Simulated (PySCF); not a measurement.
Distorted geometries of [Er(H2O)4]3+

[Er(H2O)4]3+ (singlet in the valence; each metal's 4f electrons, 11 of them, lie in its core potential, out of spins and levels). PySCF 2.14.0, RKS TPSS, Er lcecp-1-SVP with ECP57, O def2-SVP, H def2-SVP; non-relativistic Hamiltonian with scalar-relativistic core potentials where named; density fitting; no spin-orbit coupling. Relaxed geometry:

```xyz
13

Er    0.0000    0.0000    0.0000
O     1.3418    1.3163    1.2481
H     2.1542    1.0575    1.7595
H     1.2674    2.2943    1.4113
O    -1.3417   -1.2482    1.3163
H    -1.2673   -1.4114    2.2943
H    -2.1543   -1.7592    1.0575
O     1.3418   -1.3163   -1.2481
H     1.2674   -2.2943   -1.4113
H     2.1542   -1.0575   -1.7595
O    -1.3417    1.2482   -1.3163
H    -2.1543    1.7592   -1.0575
H    -1.2673    1.4114   -2.2943
```

**Question.** Order these distorted geometries by energy above the relaxed one, lowest first.
A.
```xyz
13

Er   -0.0314    0.1030    0.0019
O     1.2179    1.4001    1.4380
H     2.1843    1.0099    1.8129
H     1.3388    2.3875    1.5151
O    -1.3650   -1.2834    1.2141
H    -1.3558   -1.2988    2.3007
H    -2.1114   -1.5607    0.9716
O     1.3388   -1.4583   -1.1510
H     1.2349   -2.3585   -1.4481
H     2.3241   -1.1506   -1.9229
O    -1.2739    1.2783   -1.4392
H    -2.1059    1.6579   -1.0250
H    -1.3954    1.2736   -2.2681
```
B.
```xyz
13

Er   -0.0264    0.0206    0.0360
O     1.3941    1.3560    1.2703
H     2.1035    0.9896    1.7785
H     1.3044    2.3331    1.2979
O    -1.4937   -1.2379    1.4311
H    -1.2360   -1.3581    2.3973
H    -2.1580   -1.7499    0.9704
O     1.3434   -1.4158   -1.4294
H     1.2909   -2.2598   -1.3409
H     2.1554   -1.0844   -1.8239
O    -1.4061    1.3512   -1.3263
H    -2.0698    1.7222   -1.0655
H    -1.2017    1.3332   -2.1953
```
C.
```xyz
13

Er   -0.0578   -0.0044   -0.0396
O     1.2916    1.3747    1.1710
H     2.1638    1.0542    1.7235
H     1.3037    2.3630    1.4572
O    -1.3405   -1.2460    1.3795
H    -1.3123   -1.3171    2.2618
H    -2.1325   -1.8242    1.1021
O     1.2563   -1.3242   -1.1743
H     1.2716   -2.3251   -1.4508
H     2.2248   -1.1438   -1.7595
O    -1.3399    1.2062   -1.3318
H    -2.0828    1.7538   -1.0967
H    -1.2461    1.4329   -2.2424
```

**Answer.** C (1.17 eV), B (3.13 eV), A (3.41 eV).

**Question.** Which forces (eV/Å) act in the one that lies 3.13 eV up?

**Answer.** 
```
Er   -0.08  -0.41  -0.16
O    -2.81  -0.67  -2.22
H     1.92   0.01   1.46
H     0.66   0.44   0.56
O     3.32   2.55  -0.43
H    -1.34  -0.78  -0.68
H    -1.45  -1.42   0.62
O    -1.67  11.02   1.03
H     0.02 -10.13   0.43
H     1.14  -0.30  -0.77
O    13.55  -8.79   1.73
H   -13.62   7.85   4.31
H     0.37   0.63  -5.89
```
Forces carry noise of the integration grid, about 0.01 to 0.03 eV/Å.

No frequency check is given that shows the relaxed geometry to be a minimum. An lcecp potential fixes the number of 4f electrons, so in runs with it no electron can move into or out of that shell.
